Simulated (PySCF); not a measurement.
How methods differ on the excitation energy of Se⁺

Se⁺ [Ar] 3d10 4s2 4p3 (4S) → Se⁺ [Ar] 3d10 4s2 4p2 5s1 (4P), as a difference of total energies. Computed with PySCF 2.14 in aug-cc-pwCVDZ-PP with ECP10MDF (6s5p4d1f, 48 functions), with scalar relativity through the core potential. Correlated levels: valence: 3s2 3p6 3d10 frozen; valence and next inner shell: nothing frozen outside the core potential. The calculations carry no spin-orbit coupling.

Question: Order these methods by the excitation energy they give, lowest first.
A. PBE
B. UHF
C. r2SCAN
D. B2PLYP

Answer: A (11.616 eV), D (11.797 eV), B (11.848 eV), C (12.186 eV).

Errors of the correlated levels include the incompleteness of this basis and the frozen core.

For comparison: 12.084 eV (measured; NIST levels, between the centres of gravity of the two terms).
